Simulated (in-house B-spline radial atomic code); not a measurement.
Radial electron density of Nd IX (Nd8+), [Kr] 4d10 4f1 5s2 5p2 8g1. Computed with a radial B-spline atomic code at the basis-set limit: Dirac-Hartree-Fock, average of configuration, Fermi nucleus of rms radius 4.9123 fm.

Columns: r (bohr), 4πr²n(r) (electrons per bohr), bar.

```
0.000886    2.612 #
 0.00113    3.931 ##
 0.00144    5.859 ##
 0.00184     8.68 ####
 0.00235    12.68 #####
   0.003    18.19 ########
 0.00384    25.64 ###########
  0.0049    35.01 ###############
 0.00625    46.15 ###################
 0.00798    58.29 #########################
  0.0102    69.76 #############################
   0.013    78.01 #################################
  0.0166    80.97 ##################################
  0.0212    78.11 #################################
  0.0271    72.66 ###############################
  0.0346     71.4 ##############################
  0.0441    79.84 ##################################
  0.0564    95.34 ########################################
   0.072    104.4 ############################################
  0.0919    96.39 #########################################
   0.117    80.83 ##################################
    0.15    79.33 #################################
   0.191    90.08 ######################################
   0.244    82.64 ###################################
   0.312    51.62 ######################
   0.398    33.51 ##############
   0.508    38.14 ################
   0.649     36.4 ###############
   0.828    21.61 #########
    1.06    10.24 ####
    1.35    5.665 ##
    1.72    2.554 #
     2.2   0.5848 
    2.81  0.05456 
    3.59  0.07122 
    4.58 0.006999 
    5.85  0.08354 
    7.46  0.01338 
    9.53   0.1452 
    12.2   0.1177 
    15.5 0.007772 
    19.8 4.047e-05 
    25.3 1.201e-08 
    32.3 7.35e-14
```

On this grid the curve has 7 maxima, near 0.0166, 0.072, 0.191, 0.508, 3.59, 5.85, 9.53 bohr.

The 5p1/2 radial function P(r) = rR(r), positive near the nucleus, with its small component Q(r) (sign convention: Q ≈ (P' + κP/r)/2c):

```
r (bohr)          P          Q
0.000426   0.001046   0.003921
0.000694   0.001782   0.006018
 0.00113   0.003119   0.009162
 0.00184   0.005681    0.01379
   0.003    0.01081    0.02037
  0.0049    0.02138     0.0292
 0.00798    0.04272     0.0396
   0.013    0.08372    0.04908
  0.0212     0.1525    0.05162
  0.0346     0.2352    0.03845
  0.0564     0.2492   0.006583
  0.0919    0.04654   -0.02514
    0.15    -0.3172   -0.02118
   0.244    -0.2356    0.01194
   0.398     0.4562    0.01452
   0.649     0.2637  -0.009793
    1.06    -0.8649  -0.008353
    1.72    -0.7861   0.001558
    2.81    -0.1211  0.0007725
    4.58  -0.001741   1.52e-05
```
